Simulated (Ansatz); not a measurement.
Molecule: sum formula BHF, charge 1, multiplicity 1. 
Coordinates optimised at B3LYP-D3(BJ)/def2-TZVP (Ansatz, a first-principles code):
```xyz
3

B      0.0000     0.0000    -0.6502
F      0.0000     0.0000     0.5641
H      0.0000     0.0000    -1.8264
```
Charge +1, spin multiplicity 1.

Basis-set convergence of Hartree-Fock and CCSD correlation energies (hartree) with Ansatz. Correlated levels leave the core frozen unless marked. No spin-orbit coupling. Non-relativistic.

```json
[
 {"basis": "aug-cc-pVDZ", "functions": "55", "E(HF)": "-124.41145", "E(corr, CCSD)": "-0.27128"},
 {"basis": "aug-cc-pVTZ", "functions": "115", "E(HF)": "-124.45787", "E(corr, CCSD)": "-0.33264"},
 {"basis": "aug-cc-pVQZ", "functions": "206", "E(HF)": "-124.46735", "E(corr, CCSD)": "-0.35477"}
]
```

Extrapolating the two largest sets (X = 3 and 4) as X^-3: E(corr) = (64·(-0.35477) - 27·(-0.33264))/37 = -0.3709 Eh, an estimate of the basis-set limit. The largest set recovers 95.6 % of it, the smallest 73.1 %.
